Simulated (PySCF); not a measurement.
C6H7F3Si2, SMILES F[Si](F)(F)c1ccc([SiH3])cc1, singlet (GFN2-xTB optimised geometry):

```
18

Si    -3.396     0.014     0.000
C     -1.506     0.014     0.000
C     -0.786     1.040     0.605
C      0.595     1.035     0.625
C      1.315    -0.006     0.035
C      0.596    -1.038    -0.570
C     -0.785    -1.024    -0.584
Si     3.177    -0.010     0.044
F      3.817     0.708     1.308
F      3.817    -1.464     0.028
F      3.865     0.719    -1.190
H     -3.865    -0.677     1.204
H     -3.862    -0.687    -1.197
H     -3.862     1.401     0.000
H     -1.318     1.859     1.068
H      1.127     1.845     1.104
H      1.127    -1.859    -1.031
H     -1.317    -1.835    -1.061
```

Calculation: PBE0/def2-SVP in PySCF 2.14.0.

What are the frontier orbital energies and the dipole moment?

HOMO-2 -9.22 eV, HOMO-1 -8.09 eV, HOMO -8.02 eV, LUMO -1.55 eV, LUMO+1 -0.78 eV; dipole moment 3.40 D.

On the same geometry PBE/def2-SVP run with PySCF 2.14.0 gives HOMO-2 -7.77 eV, HOMO-1 -7.01 eV, HOMO -6.95 eV, LUMO -2.32 eV, LUMO+1 -1.66 eV; dipole moment 3.09 D.

Meta-Löwdin charges at PBE0/def2-SVP: Si1 0.48, C2 -0.19, C3 -0.09, C4 -0.08, C5 -0.27, C6 -0.08, C7 -0.09, Si8 1.53, F9 -0.46, F10 -0.46, F11 -0.46, H12 -0.09, H13 -0.09, H14 -0.09, H15 0.11, H16 0.11, H17 0.11, H18 0.11.
